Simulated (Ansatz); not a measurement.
Molecular dynamics of H10NOSi2, charge +1

The input (input.yaml):

```yaml
crystal:
  periodic: [false, false, false]
  atoms:
    - { symbol: "N", position_ang: [-0.153088, 0.420296, -1.876154] }
    - { symbol: H, position_ang: [-0.973544, 1.126893, -1.989108] }
    - { symbol: H, position_ang: [-0.483389, -0.447601, -2.329802] }
    - { symbol: H, position_ang: [0.050828, 0.376654, -0.660477] }
    - { symbol: H, position_ang: [0.652452, 0.727179, -2.422935] }
    - { symbol: Si, position_ang: [-0.570131, -1.457558, 0.857641] }
    - { symbol: O, position_ang: [0.138166, 0.091539, 0.426408] }
    - { symbol: Si, position_ang: [0.885509, 1.280144, 1.503499] }
    - { symbol: H, position_ang: [0.549184, -2.15897, 1.435244] }
    - { symbol: H, position_ang: [-1.00961, -2.07405, -0.373161] }
    - { symbol: H, position_ang: [-1.586012, -1.303345, 1.930714] }
    - { symbol: H, position_ang: [1.829107, 0.66761, 2.478387] }
    - { symbol: H, position_ang: [-0.17619, 2.078831, 2.037583] }
    - { symbol: H, position_ang: [1.686464, 2.049098, 0.505508] }
total_charge: 1
basis:
  gaussian: { orbitals: STO-3G }
hamiltonian:
  xc: pbe
  dispersion: d4
md:
  timestep: 0.5
  n_steps: 266
  ensemble: nve_milne
  temperature: 700.0
  initial_velocities: maxwell_boltzmann
  seed: 666973
  masses: [{ species: H, mass: 10.0 }]
scf:
  lower_state_search: "off"
```

Command:

```bash
$ ansatz run input.yaml --threads 1 --pin off --max-ram 2048MiB --backend cpu --events-out ev --progress --plain --runs-dir out
```

It goes on from the last frame of an earlier run, with new velocities.

Output, in part (one step line in 5, the closing report, with atoms numbered from 0; the dipole of an ion depends on the origin):

```
md step     0: t =     0.00 fs  T =   700.0 K  F+E_penalty+E_count = -19208.06564763 eV  E_kin = 1.085784 eV  conserved = -19206.97986363 eV  (13 SCF iters)
md step     5: t =     2.50 fs  T =   665.3 K  F+E_penalty+E_count = -19208.01174411 eV  E_kin = 1.031906 eV  conserved = -19206.97983854 eV  (19 SCF iters)
md step    10: t =     5.00 fs  T =   554.6 K  F+E_penalty+E_count = -19207.84015884 eV  E_kin = 0.860315 eV  conserved = -19206.97984390 eV  (12 SCF iters)
md step    15: t =     7.50 fs  T =   425.0 K  F+E_penalty+E_count = -19207.63911397 eV  E_kin = 0.659274 eV  conserved = -19206.97984043 eV  (12 SCF iters)
md step    20: t =    10.00 fs  T =   387.0 K  F+E_penalty+E_count = -19207.58017498 eV  E_kin = 0.600327 eV  conserved = -19206.97984801 eV  (12 SCF iters)
md step    25: t =    12.50 fs  T =   482.2 K  F+E_penalty+E_count = -19207.72780654 eV  E_kin = 0.747962 eV  conserved = -19206.97984460 eV  (12 SCF iters)
md step    30: t =    15.00 fs  T =   565.2 K  F+E_penalty+E_count = -19207.85656708 eV  E_kin = 0.876727 eV  conserved = -19206.97983974 eV  (13 SCF iters)
md step    35: t =    17.50 fs  T =   533.2 K  F+E_penalty+E_count = -19207.80682767 eV  E_kin = 0.826987 eV  conserved = -19206.97984083 eV  (13 SCF iters)
md step    40: t =    20.00 fs  T =   442.0 K  F+E_penalty+E_count = -19207.66543882 eV  E_kin = 0.685600 eV  conserved = -19206.97983833 eV  (12 SCF iters)
md step    45: t =    22.50 fs  T =   396.6 K  F+E_penalty+E_count = -19207.59494703 eV  E_kin = 0.615106 eV  conserved = -19206.97984149 eV  (13 SCF iters)
md step    50: t =    25.00 fs  T =   445.9 K  F+E_penalty+E_count = -19207.67141916 eV  E_kin = 0.691580 eV  conserved = -19206.97983897 eV  (13 SCF iters)
md step    55: t =    27.50 fs  T =   546.0 K  F+E_penalty+E_count = -19207.82671860 eV  E_kin = 0.846879 eV  conserved = -19206.97983962 eV  (12 SCF iters)
md step    60: t =    30.00 fs  T =   602.2 K  F+E_penalty+E_count = -19207.91394579 eV  E_kin = 0.934105 eV  conserved = -19206.97984031 eV  (12 SCF iters)
md step    65: t =    32.50 fs  T =   611.1 K  F+E_penalty+E_count = -19207.92770576 eV  E_kin = 0.947865 eV  conserved = -19206.97984065 eV  (12 SCF iters)
md step    70: t =    35.00 fs  T =   640.8 K  F+E_penalty+E_count = -19207.97376648 eV  E_kin = 0.993926 eV  conserved = -19206.97984004 eV  (13 SCF iters)
md step    75: t =    37.50 fs  T =   633.0 K  F+E_penalty+E_count = -19207.96165287 eV  E_kin = 0.981809 eV  conserved = -19206.97984344 eV  (13 SCF iters)
md step    80: t =    40.00 fs  T =   556.8 K  F+E_penalty+E_count = -19207.84349423 eV  E_kin = 0.863654 eV  conserved = -19206.97983986 eV  (13 SCF iters)
md step    85: t =    42.50 fs  T =   515.6 K  F+E_penalty+E_count = -19207.77963458 eV  E_kin = 0.799793 eV  conserved = -19206.97984135 eV  (13 SCF iters)
md step    90: t =    45.00 fs  T =   580.5 K  F+E_penalty+E_count = -19207.88029380 eV  E_kin = 0.900454 eV  conserved = -19206.97984023 eV  (13 SCF iters)
md step    95: t =    47.50 fs  T =   684.2 K  F+E_penalty+E_count = -19208.04108890 eV  E_kin = 1.061245 eV  conserved = -19206.97984340 eV  (12 SCF iters)
md step   100: t =    50.00 fs  T =   695.0 K  F+E_penalty+E_count = -19208.05794250 eV  E_kin = 1.078102 eV  conserved = -19206.97984077 eV  (13 SCF iters)
md step   105: t =    52.50 fs  T =   572.6 K  F+E_penalty+E_count = -19207.86804987 eV  E_kin = 0.888215 eV  conserved = -19206.97983478 eV  (13 SCF iters)
md step   110: t =    55.00 fs  T =   423.9 K  F+E_penalty+E_count = -19207.63738253 eV  E_kin = 0.657543 eV  conserved = -19206.97983987 eV  (13 SCF iters)
md step   115: t =    57.50 fs  T =   363.5 K  F+E_penalty+E_count = -19207.54372606 eV  E_kin = 0.563890 eV  conserved = -19206.97983620 eV  (13 SCF iters)
md step   120: t =    60.00 fs  T =   386.1 K  F+E_penalty+E_count = -19207.57873259 eV  E_kin = 0.598891 eV  conserved = -19206.97984132 eV  (12 SCF iters)
md step   125: t =    62.50 fs  T =   447.9 K  F+E_penalty+E_count = -19207.67462737 eV  E_kin = 0.694791 eV  conserved = -19206.97983668 eV  (12 SCF iters)
md step   130: t =    65.00 fs  T =   518.5 K  F+E_penalty+E_count = -19207.78416106 eV  E_kin = 0.804324 eV  conserved = -19206.97983708 eV  (12 SCF iters)
md step   135: t =    67.50 fs  T =   561.4 K  F+E_penalty+E_count = -19207.85059928 eV  E_kin = 0.870762 eV  conserved = -19206.97983723 eV  (13 SCF iters)
md step   140: t =    70.00 fs  T =   539.5 K  F+E_penalty+E_count = -19207.81663372 eV  E_kin = 0.836796 eV  conserved = -19206.97983759 eV  (13 SCF iters)
md step   145: t =    72.50 fs  T =   464.7 K  F+E_penalty+E_count = -19207.70062491 eV  E_kin = 0.720781 eV  conserved = -19206.97984402 eV  (12 SCF iters)
md step   150: t =    75.00 fs  T =   424.4 K  F+E_penalty+E_count = -19207.63819864 eV  E_kin = 0.658360 eV  conserved = -19206.97983864 eV  (13 SCF iters)
md step   155: t =    77.50 fs  T =   484.4 K  F+E_penalty+E_count = -19207.73116334 eV  E_kin = 0.751322 eV  conserved = -19206.97984148 eV  (13 SCF iters)
md step   160: t =    80.00 fs  T =   587.0 K  F+E_penalty+E_count = -19207.89028220 eV  E_kin = 0.910444 eV  conserved = -19206.97983843 eV  (13 SCF iters)
md step   165: t =    82.50 fs  T =   612.2 K  F+E_penalty+E_count = -19207.92938327 eV  E_kin = 0.949537 eV  conserved = -19206.97984585 eV  (13 SCF iters)
md step   170: t =    85.00 fs  T =   537.9 K  F+E_penalty+E_count = -19207.81417639 eV  E_kin = 0.834334 eV  conserved = -19206.97984263 eV  (13 SCF iters)
md step   175: t =    87.50 fs  T =   464.2 K  F+E_penalty+E_count = -19207.69983171 eV  E_kin = 0.719989 eV  conserved = -19206.97984303 eV  (13 SCF iters)
md step   180: t =    90.00 fs  T =   458.4 K  F+E_penalty+E_count = -19207.69081499 eV  E_kin = 0.710979 eV  conserved = -19206.97983571 eV  (13 SCF iters)
md step   185: t =    92.50 fs  T =   468.8 K  F+E_penalty+E_count = -19207.70693134 eV  E_kin = 0.727091 eV  conserved = -19206.97984043 eV  (13 SCF iters)
md step   190: t =    95.00 fs  T =   462.2 K  F+E_penalty+E_count = -19207.69682291 eV  E_kin = 0.716980 eV  conserved = -19206.97984332 eV  (13 SCF iters)
md step   195: t =    97.50 fs  T =   470.4 K  F+E_penalty+E_count = -19207.70951510 eV  E_kin = 0.729677 eV  conserved = -19206.97983837 eV  (13 SCF iters)
md step   200: t =   100.00 fs  T =   488.9 K  F+E_penalty+E_count = -19207.73821654 eV  E_kin = 0.758378 eV  conserved = -19206.97983820 eV  (12 SCF iters)
md step   205: t =   102.50 fs  T =   482.2 K  F+E_penalty+E_count = -19207.72785442 eV  E_kin = 0.748021 eV  conserved = -19206.97983384 eV  (13 SCF iters)
md step   210: t =   105.00 fs  T =   443.8 K  F+E_penalty+E_count = -19207.66829430 eV  E_kin = 0.688448 eV  conserved = -19206.97984593 eV  (13 SCF iters)
md step   215: t =   107.50 fs  T =   401.5 K  F+E_penalty+E_count = -19207.60268764 eV  E_kin = 0.622849 eV  conserved = -19206.97983881 eV  (13 SCF iters)
md step   220: t =   110.00 fs  T =   395.2 K  F+E_penalty+E_count = -19207.59287174 eV  E_kin = 0.613033 eV  conserved = -19206.97983891 eV  (12 SCF iters)
md step   225: t =   112.50 fs  T =   442.0 K  F+E_penalty+E_count = -19207.66541299 eV  E_kin = 0.685574 eV  conserved = -19206.97983864 eV  (12 SCF iters)
md step   230: t =   115.00 fs  T =   485.8 K  F+E_penalty+E_count = -19207.73338073 eV  E_kin = 0.753540 eV  conserved = -19206.97984111 eV  (12 SCF iters)
md step   235: t =   117.50 fs  T =   493.2 K  F+E_penalty+E_count = -19207.74492105 eV  E_kin = 0.765073 eV  conserved = -19206.97984768 eV  (12 SCF iters)
md step   240: t =   120.00 fs  T =   498.6 K  F+E_penalty+E_count = -19207.75325801 eV  E_kin = 0.773423 eV  conserved = -19206.97983479 eV  (12 SCF iters)
md step   245: t =   122.50 fs  T =   486.8 K  F+E_penalty+E_count = -19207.73497940 eV  E_kin = 0.755138 eV  conserved = -19206.97984180 eV  (13 SCF iters)
md step   250: t =   125.00 fs  T =   457.8 K  F+E_penalty+E_count = -19207.68990247 eV  E_kin = 0.710064 eV  conserved = -19206.97983860 eV  (13 SCF iters)
md step   255: t =   127.50 fs  T =   461.0 K  F+E_penalty+E_count = -19207.69491154 eV  E_kin = 0.715068 eV  conserved = -19206.97984313 eV  (13 SCF iters)
md step   260: t =   130.00 fs  T =   521.3 K  F+E_penalty+E_count = -19207.78850955 eV  E_kin = 0.808667 eV  conserved = -19206.97984235 eV  (13 SCF iters)
md step   265: t =   132.50 fs  T =   594.3 K  F+E_penalty+E_count = -19207.90172917 eV  E_kin = 0.921890 eV  conserved = -19206.97983918 eV  (13 SCF iters)
md step   266: t =   133.00 fs  T =   602.8 K  F+E_penalty+E_count = -19207.91479704 eV  E_kin = 0.934956 eV  conserved = -19206.97984067 eV  (13 SCF iters)
Total energy: -19207.91482494 eV, -705.8778502242 hartree
Atom 0 at    -0.279916     0.582215    -1.981886 Å, force    -1.951655     0.060663     0.826092 eV/Å
Atom 1 at    -1.021074     1.341301    -2.140966 Å, force     0.379619    -0.547400     0.134465 eV/Å
Atom 2 at    -0.613000    -0.280378    -2.488821 Å, force     0.009971     0.053360    -0.396061 eV/Å
Atom 3 at     0.004245     0.225536    -0.715220 Å, force    -0.369021     0.982101    -1.936722 eV/Å
Atom 4 at     0.567639     0.920146    -2.450613 Å, force     1.299818     0.359019    -0.911515 eV/Å
Atom 5 at    -0.398264    -1.418098     1.041296 Å, force    -0.690555     0.102913     0.597341 eV/Å
Atom 6 at     0.416051    -0.088306     0.220177 Å, force     0.882810    -1.120497     2.361139 eV/Å
Atom 7 at     0.859709     1.120975     1.413329 Å, force     1.719468     0.986166    -1.366463 eV/Å
Atom 8 at     0.772706    -2.105518     1.652746 Å, force    -0.874340     0.202710     0.035301 eV/Å
Atom 9 at    -1.098185    -2.182331     0.025474 Å, force     0.202201    -0.102504    -0.232175 eV/Å
Atom 10 at    -1.475396    -0.746028     1.894183 Å, force     1.262836    -0.773690    -0.441617 eV/Å
Atom 11 at     1.222603     0.425266     2.597295 Å, force     0.459341    -0.532706     0.629668 eV/Å
Atom 12 at    -0.358697     1.749473     1.583922 Å, force    -1.843139     1.221044     0.499716 eV/Å
Atom 13 at     1.861280     2.091968     0.869449 Å, force    -0.487354    -0.891179     0.200831 eV/Å
Dipole moment:    -0.169697     0.191834    -0.864107 e Å
```

The run went to its last step. The conserved energy stayed within 0.0023 meV per atom of its start (net change 0.0016 meV per atom), so the integration is sound. A run of 0.13 ps of so small a system gives no equilibrium averages. Limits of this set-up: minimal basis.

No bond is clearly made or broken; grazing contacts change: N1–H4 1.23 → 1.35 Å. It ends as H3N + H7OSi2 (total charge +1) by the count below, though a long contact still joins these pieces: N1–H4, 1.35 Å. Pairs count as bonded within 1.25 times the sum of covalent radii (0.12 Å more for H–H).

Last frame:

```xyz
14
Properties=species:S:1:pos:R:3
N -0.280 0.582 -1.982
H -1.021 1.341 -2.141
H -0.613 -0.280 -2.489
H 0.004 0.226 -0.715
H 0.568 0.920 -2.451
Si -0.398 -1.418 1.041
O 0.416 -0.088 0.220
Si 0.860 1.121 1.413
H 0.773 -2.106 1.653
H -1.098 -2.182 0.025
H -1.475 -0.746 1.894
H 1.223 0.425 2.597
H -0.359 1.750 1.584
H 1.861 2.092 0.869
```

Time of the run: 5.9 min on 1 thread of AMD EPYC 7B13 (Zen 3), on a shared host, peak memory 0.11 GiB.
